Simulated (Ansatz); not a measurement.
Cartesian coordinates (Å):
```xyz
4

O     -1.0470     0.2542    -0.0023
B      0.1632     0.7749     0.0097
I      2.0155    -0.3200     0.0063
H     -1.1317    -0.7091    -0.0138
```
Charge 0, spin multiplicity 2.

Level of theory: frozen-core CCSD(T)/def2-TZVPP // CAM-B3LYP-D3(BJ)/def2-TZVP in Ansatz (a quantum-chemistry and plane-wave program).

```yaml
HF energy: -396.85493 Ha
MP2 correlation energy: -0.80653 Ha
```

Question: Estimate the CCSD correlation energy, the (T) correction, the total energy and the T1 diagnostic.

Answer: 
- CCSD correlation energy: -0.78482 Ha
- (T) correction: -0.02329 Ha
- CCSD(T) total energy: -397.66304 Ha
- T1 diagnostic: 0.014
